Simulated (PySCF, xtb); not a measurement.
Ga(Cl)(vinyl)(OH) (C2H4ClGaO), SMILES [Cl][Ga]([CH]=C)[OH]. One conformer was computed; it need not be the lowest.

Harmonic wavenumbers (cm⁻¹) from GFN2-xTB run with xtb at its own minimum, in rising order: 77, 81, 136, 153, 244, 325, 342, 410, 440, 499, 567, 911, 958, 1008, 1188, 1370, 1629, 2976, 3042, 3077, 3653.

Question: What does B3LYP-D3(BJ)/def2-SVP (PySCF 2.14.0) give at its own minimum? (The exact figures need the calculation; the answer reports its results.)

Answer: 65, 85, 160, 171, 289, 368, 409, 481, 590, 710, 807, 1004, 1006, 1042, 1260, 1417, 1650, 3110, 3154, 3204, 3849. Paired by order, the mean absolute difference is 84 cm⁻¹ and the zero-point energies are 33.0 and 35.5 kcal/mol.
